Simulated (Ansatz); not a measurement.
AlGe3H9, SMILES `[GeH3][Al]([GeH3])[GeH3]`, relaxed with RKS PBE0-D4/def2-TZVP in Ansatz 0.2.0 from a PBE-D4/def2-SVP geometry. The force threshold is 0.005 eV/Å; the program also tests the step.

Charge 0, multiplicity 1.

Start:

```xyz
13

Ge    1.112   -0.639    2.138
Al    0.025    0.018   -0.003
Ge   -1.164    2.197   -0.199
Ge    0.076   -1.541   -1.943
H     0.096   -1.435    3.015
H     1.580    0.571    2.995
H     2.342   -1.572    1.943
H    -1.167    2.771   -1.645
H    -0.593    3.300    0.737
H    -2.660    2.011    0.199
H     0.177   -3.038   -1.532
H     1.332   -1.243   -2.821
H    -1.156   -1.401   -2.884
```

| step | energy (eV) | largest force (eV/Å) | largest move (Å) |
| --- | --- | --- | --- |
| 1 | -176274.1069 | 0.222 | 0.000 |
| 2 | -176274.1244 | 0.049 | 0.030 |
| 3 | -176274.1247 | 0.014 | 0.009 |
| 4 | -176274.1248 | 0.004 | 0.006 |

End:

```xyz
13

Ge    1.105   -0.638    2.132
Al    0.023    0.017   -0.002
Ge   -1.163    2.187   -0.197
Ge    0.079   -1.534   -1.938
H     0.100   -1.426    3.000
H     1.571    0.565    2.975
H     2.324   -1.559    1.927
H    -1.156    2.748   -1.633
H    -0.591    3.279    0.728
H    -2.644    2.004    0.197
H     0.175   -3.015   -1.523
H     1.323   -1.236   -2.804
H    -1.146   -1.391   -2.862
```

Hardware: 2 threads of an AMD EPYC 7R13 on a shared host and a share of an NVIDIA H100 80 GB. Wall time 11 s, peak host memory 0.97 GiB.
